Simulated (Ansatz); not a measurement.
Isolated molecules relaxed with PBE0-D4/def2-TZVP in Ansatz; ΔE leaves out vibrations. CCSD(T)/CBS is the MP2 limit (def2-TZVPP, def2-QZVPP) plus CCSD(T) − MP2 in def2-TZVPP, frozen cores. This one scheme is used for every species. DFT in def2-TZVPP. B3LYP here is the variant with VWN-RPA as its local correlation; programs differ in this. Elements past krypton have def2 core potentials. For Te outer-core shells are correlated without core-valence functions, which leaves a few kJ/mol of doubt a bond. Each species was taken in one conformer, which may not be the lowest.

Consider the ligand exchange at the Al–Te bond: `[SiH3][NH][AlH][TeH]` + H–F → `[F][AlH][NH][SiH3]` + H₂Te.

`[SiH3][NH][AlH][TeH]`:

```xyz
10

Si   -1.309    0.623    0.512
N    -0.184    0.494   -0.790
Al    1.337   -0.403   -1.022
Te    2.336   -1.898    0.754
H    -2.674    0.182    0.110
H    -0.834   -0.244    1.620
H    -1.424    2.021    1.013
H    -0.441    1.049   -1.599
H     2.094   -0.255   -2.400
H     1.097   -1.569    1.802
```

H–F:

Z-matrix (Å, degrees):
```
F
H 1 0.920
```

`[F][AlH][NH][SiH3]`:

Z-matrix (Å, degrees):
```
Si
N 1 1.727
H 1 1.486 2 106.9
H 1 1.489 2 112.2 3 -119.5
H 1 1.489 2 112.2 3 119.5
Al 2 1.771 1 128.3 3 -0.0
H 2 1.012 1 115.1 3 -179.8
F 6 1.650 2 117.2 1 -179.6
H 6 1.567 2 123.0 1 0.4
```

H₂Te:

Cartesian coordinates in Å:
```
Te 0.647 0.427 0.059
H -0.032 -0.503 -1.131
H -0.614 0.075 1.072
```

Q: Is it downhill or uphill in electronic energy at CCSD(T)/CBS, and by how much? (An estimate is asked.)

A: Ansatz gave: Downhill: ΔE = -0.68 eV.

Q: What do these levels give: PBE-D4, PBE0-D4, B3LYP-D4, PBE, PBE0, MP2/def2-TZVPP, SCS-MP2/def2-TZVPP, CCSD/def2-TZVPP, HF/def2-QZVPP, HF/CBS(def2), MP2/CBS(def2), CCSD/CBS(def2)? (Best estimate.)

A: Ansatz gave: PBE-D4 -0.64, PBE0-D4 -0.61, B3LYP-D4 -0.79, PBE -0.71, PBE0 -0.68, MP2/def2-TZVPP -0.67, SCS-MP2/def2-TZVPP -0.77, CCSD/def2-TZVPP -0.78, HF/def2-QZVPP -0.95, HF/CBS(def2) -0.95, MP2/CBS(def2) -0.61, CCSD/CBS(def2) -0.72 eV.

Largest T1 diagnostic among the species: 0.012.

The D4 term adds +0.12 eV with B3LYP and +0.07 eV with PBE0; it sums over pairs of atoms, weighted by their polarisabilities, and B3LYP, whose exchange is more repulsive, gets the larger term. In def2-TZVPP, CCSD(T) changes the Hartree–Fock value by +0.17 eV (the triples alone add +0.04 eV) and MP2 by +0.25 eV.
